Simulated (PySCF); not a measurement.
# Removing an electron from `C#Cc1pcnn1CC=C`

Species: C₇H₇N₂P.
Cartesian coordinates in Å at the PBE0-D3(BJ)/def2-SVP level; atoms count from 1:
```
atom  x, y, z in Å
C1     2.726    0.053    1.045
C2     1.906    0.464    0.248
C3     0.967    0.958   -0.686
P4     1.047    2.449   -1.596
C5    -0.493    1.944   -2.289
N6    -0.976    0.790   -1.874
N7    -0.155    0.250   -0.991
C8    -0.556   -0.998   -0.355
C9    -1.314   -0.758    0.915
C10   -0.938   -1.221    2.106
H11    3.457   -0.304    1.746
H12   -1.072    2.495   -3.033
H13   -1.182   -1.516   -1.096
H14    0.346   -1.598   -0.170
H15   -2.225   -0.158    0.812
H16   -0.022   -1.808    2.226
H17   -1.531   -1.029    3.004
```

Level: B3LYP/def2-SVPD (PySCF). Frontier orbitals with their largest atomic shares (Löwdin; up to four atoms above 4 %):

```csv
orbital,ε (eV),main atoms
HOMO−3,-7.76,"C10 26 %, C9 26 %, C1 10 %, C2 9 %"
HOMO−2,-7.60,"P4 35 %, N6 34 %, C5 11 %, C3 4 %"
HOMO−1,-7.32,"C5 25 %, N7 23 %, N6 12 %, P4 8 %"
HOMO,-6.60,?
LUMO,-1.66,"P4 24 %, C3 18 %, C1 16 %, N7 13 %"
LUMO+1,-0.59,"C10 30 %, C9 26 %, C5 6 %, H16 5 %"
LUMO+2,-0.12,"C5 24 %, N6 24 %, P4 17 %, N7 7 %"
```

Problem. What vertical ionisation energy does ΔSCF give, and how far is −ε(HOMO) from it?

Solution. ΔSCF: 8.52 eV (822 kJ/mol; threshold wavelength 145 nm); ⟨S²⟩ of the doublet left behind is 0.777, against 0.75 for a pure doublet. −ε(HOMO) is 6.60 eV, 1.92 eV below it. For the exact functional −ε(HOMO) would equal the first vertical ionisation energy; B3LYP (global hybrid, 20 % exact exchange) falls short of its own ΔSCF value by 23 %.

Problem. On which atoms does the HOMO lie?

Solution. P4 (phosphorus bonded to 2 C) 31 %, C3 (substituted aromatic carbon) 19 %, C1 (terminal alkyne carbon) 14 %, N6 (pyridine-type nitrogen) 11 %, so no atom holds as much as 40 %. The HOMO−1 lies 0.72 eV lower.

Problem. And the vertical electron affinity, the fundamental gap, Mulliken's electronegativity and the hardness (with the factor ½)?

Solution. EA = -0.12 eV by ΔSCF (−ε(LUMO) = 1.66 eV); a negative value means that the added electron isn't bound at this geometry and level, and the number then depends on the basis. IE − EA = 8.64 eV against an orbital gap of 4.94 eV; (IE + EA)/2 = 4.20 eV; (IE − EA)/2 = 4.32 eV.

Problem. How many of the 10 lowest singlet excitations (vertical TDDFT, same level) lie below the ionisation energy?

Solution. All 10; they run from 4.69 to 6.04 eV.

Problem. With α = 123.2 au, estimate the like-pair dispersion coefficient by London's formula C6 = (3/4)α²I.

Solution. I = 0.3133 Eh, so C6 ≈ 3570 au, a rough estimate.

Isolated species at its PBE0-D3(BJ)/def2-SVP geometry (one conformer only).
